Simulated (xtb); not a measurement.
C2H2N3 (SMILES [c]1ncn[nH]1), doublet, geometry from GFN2-xTB; GFN0-xTB (xtb).

Input for xtb:
```
$ xtb mol.xyz --gfn 0 --uhf 1 --hess --json

# file mol.xyz
7

C     -0.60350757    -0.82796458    -0.48881943
N      0.68981498    -0.87913391    -0.50636726
C      1.03177486     0.24989577     0.15562002
N      0.00120577     0.96304564     0.56190122
N     -1.06411527     0.25387661     0.13799864
H      2.04740336     0.53679080     0.33267363
H     -2.00534541     0.56710358     0.31179463
```

Output, abridged:

```
   ID    Z sym.   atoms
    1    6 C      1, 3
    2    7 N      2, 4, 5
    3    1 H      6, 7

           -------------------------------------------------
          |                Calculation Setup                |
           -------------------------------------------------

           -------------------------------------------------
          |                 G F N 0 - x T B                 |
           -------------------------------------------------

          ...................................................
          :                      SETUP                      :
          :.................................................:
          :  # basis functions                  24          :
          :  # atomic orbitals                  24          :
          :  # shells                           14          :
          :  # electrons                        25          :
          :  electronic temp.          300.0000000     K    :
          :  accuracy                    1.0000000          :
          :  -> integral cutoff          0.2500000E+02      :
          :  -> integral neglect         0.1000000E-07      :
          ...................................................

         :::::::::::::::::::::::::::::::::::::::::::::::::::::
         ::                     SUMMARY                     ::
         :::::::::::::::::::::::::::::::::::::::::::::::::::::
         :: total energy             -14.050370443230 Eh    ::
         :: gradient norm              0.055087655471 Eh/a0 ::
         :: HOMO-LUMO gap              3.732360981987 eV    ::
         ::.................................................::
         :: H0 energy                -14.076387002617 Eh    ::
         :: repulsion energy           0.163712892740 Eh    ::
         :: electrostat energy        -0.087909533899 Eh    ::
         :: -> Gsolv                   0.000000000000 Eh    ::
         ::    -> Gsasa                0.000000000000 Eh    ::
         ::    -> Gshift               0.000000000000 Eh    ::
         :: dispersion energy         -0.001662027066 Eh    ::
         :: short-range corr.         -0.048124772389 Eh    ::
         :: add. restraining           0.000000000000 Eh    ::
         :: total charge              -0.000000000000 e     ::
         :::::::::::::::::::::::::::::::::::::::::::::::::::::

           -------------------------------------------------
          |                Numerical Hessian                |
[...]
          :  imag. cutoff                  -20.0000000 cm⁻¹ :
          :.................................................:

    mode    ω/cm⁻¹     T·S(HO)/kcal·mol⁻¹    T·S(FR)/kcal·mol⁻¹   T·S(vib)
   ------------------------------------------------------------------------
   ------------------------------------------------------------------------

   temp. (K)  partition function   enthalpy   heat capacity  entropy
                                   cal/mol     cal/K/mol   cal/K/mol   J/K/mol
 298.15  VIB   1.37                  579.176      6.731      2.572
         ROT  0.347E+05              888.752      2.981     23.754
         INT  0.476E+05             1467.928      9.712     26.327
         TR   0.543E+27             1481.254      4.968     38.553
         TOT                        2949.1820    14.6801    64.8800   271.4581

       T/K    H(0)-H(T)+PV         H(T)/Eh          T*S/Eh         G(T)/Eh
   ------------------------------------------------------------------------
    298.15    0.469982E-02    0.488921E-01    0.308266E-01    0.180655E-01
   ------------------------------------------------------------------------

         :::::::::::::::::::::::::::::::::::::::::::::::::::::
         ::                  THERMODYNAMIC                  ::
         :::::::::::::::::::::::::::::::::::::::::::::::::::::
         :: total free energy         -14.032304911501 Eh   ::
         ::.................................................::
         :: total energy              -14.050370443230 Eh   ::
         :: zero point energy           0.044192308704 Eh   ::
         :: G(RRHO) w/o ZPVE           -0.026126776975 Eh   ::
         :: G(RRHO) contrib.            0.018065531729 Eh   ::
         :::::::::::::::::::::::::::::::::::::::::::::::::::::

           -------------------------------------------------
          | TOTAL ENERGY              -14.050370443230 Eh   |
          | TOTAL ENTHALPY            -14.001478313896 Eh   |
          | TOTAL FREE ENERGY         -14.032304911501 Eh   |
          | GRADIENT NORM               0.055087655471 Eh/α |
          | HOMO-LUMO GAP               3.732360981987 eV   |
           -------------------------------------------------
########################################################################
[WARNING] Runtime exception occurred
-1- hessian_numhess: Hessian on incompletely optimized geometry!
########################################################################

normal termination of xtb
```
